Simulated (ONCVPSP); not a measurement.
# Ag (Z = 47): what ONCVPSP 4.0.1 does with a changed input

Command:

```bash
oncvpsp.x < Ag.dat > Ag.out
```

Input:

```
# ATOM AND REFERENCE CONFIGURATION
# atsym  z   nc   nv     iexc    psfile
  Ag 47.00    6    4  -116133      upf
#
#   n    l    f
    1    0    2.00
    2    0    2.00
    2    1    6.00
    3    0    2.00
    3    1    6.00
    3    2   10.00
    4    0    2.00
    4    1    6.00
    4    2   10.00
    5    0    1.00
#
# PSEUDOPOTENTIAL AND OPTIMIZATION
# lmax
    2
#
#   l,   rc,      ep,       ncon, nbas, qcut
    0    1.70    0.00    3    7    1.00
    1    1.20    0.00    4    7   13.90
    2    1.15    0.00    4    7    9.60
#
# LOCAL POTENTIAL
# lloc, lpopt,  rc(5),   dvloc0
    4    3    1.00    4.00
#
# VANDERBILT-KLEINMAN-BYLANDER PROJECTORs
# l, nproj, debl
    0    2    0.50
    1    2    2.50
    2    2    0.60
#
# MODEL CORE CHARGE
# icmod, fcfact, rcfact
    1    0.50    0.00
#
# LOG DERIVATIVE ANALYSIS
# epsh1, epsh2, depsh
   -5.00    5.00    0.04
#
# OUTPUT GRID
# rlmax, drl
    6.00    0.01
#
# TEST CONFIGURATIONS
# ncnf
    4
# nvcnf
#   n    l    f
    4
    4    0    2.00
    4    1    6.00
    4    2   10.00
    5    0    0.00
#
    4
    4    0    2.00
    4    1    6.00
    4    2    9.00
    5    0    0.00
#
    4
    4    0    2.00
    4    1    6.00
    4    2    8.00
    5    0    0.00
#
    4
    4    0    2.00
    4    1    6.00
    4    2    9.00
    5    0    2.00
#
```

This is an input that runs to its end, with one change: qcut of l = 0 set to 1.00.

Problem. How does the run end?

Solution. The program runs through. Ghost flags: GHOST(+) s at 17.9 eV; the largest excitation error among the 4 tests with output is 9.74 meV, against 6.8 meV for the unchanged input.

```
      PSP excitation error= -3.58D-04

Test configuration 4

   n   l     f        eae           eps        diff
   1   0  2.0000 -930.51483891
   2   0  2.0000 -137.15690257
   2   1  6.0000 -123.06469145
   3   0  2.0000  -25.26849035
   3   1  6.0000  -20.64095630
   3   2 10.0000  -13.33880747
   4   0  2.0000   -3.64181873   -3.63787501    3.94D-03
   4   1  6.0000   -2.29626096   -2.29536254    8.98D-04
   4   2  9.0000   -0.39354577   -0.39332045    2.25D-04
   5   0  2.0000   -0.20555748   -0.20549236    6.51D-05

    Total energies and differences
      AE_ref= -5.31350355D+03  AE_tst= -5.31335470D+03  dif=  1.49D-01
      PS_ref= -1.46831227D+02  PS_tst= -1.46682441D+02  dif=  1.49D-01
      PSP excitation error=  5.95D-05
```
